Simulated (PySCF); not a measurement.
**C₆ coefficients of unlike pairs at M06**

Calculated with PySCF 2.14 from the dipole response of each species, C₆(A,B) = (3/π) ∫ α_A(iu) α_B(iu) du, in atomic units, from isotropic polarisabilities. For ions this is the dispersion term alone; charge-induced terms of lower order in 1/R come first.

| species | configuration | basis | relativity | α (bohr³) | C₆ (like pair) |
| --- | --- | --- | --- | --- | --- |
| Mn⁺ | [Ar] 3d5 4s1 (7S) | x2c-TZVPPall with one added diffuse shell each of s, p, d, f type (7s6p5d3f1g) | spin-free X2C | 24.44 | 117.8 |
| Mg²⁺ | [Ne] (1S) | aug-cc-pVQZ-DK (7s6p4d3f2g) | spin-free X2C | 0.3322 | 0.2281 |
| O³⁺ | [He] 2s2 2p1 (2P) | aug-cc-pVTZ-DK (5s4p3d2f) | spin-free X2C | 1.322 | 1.222 |
| Ni⁺ | [Ar] 3d9 (2D) | aug-cc-pVDZ (7s6p4d2f) | none | 7.802 | 24.88 |

Q: Estimate C₆ for O³⁺ with Mn⁺.

A: The integral gives 10.61. The combination rule 2 C_A C_B / (C_A α_B/α_A + C_B α_A/α_B) gives 9.943 and the geometric mean 12.00.

No spin-orbit coupling is included.

The other pairs:

| pair | C₆ |
| --- | --- |
| O³⁺, Mg²⁺ | 0.4811 |
| Mg²⁺, Mn⁺ | 3.530 |
| Ni⁺, Mn⁺ | 51.09 |
| Ni⁺, O³⁺ | 5.448 |
| Ni⁺, Mg²⁺ | 2.076 |
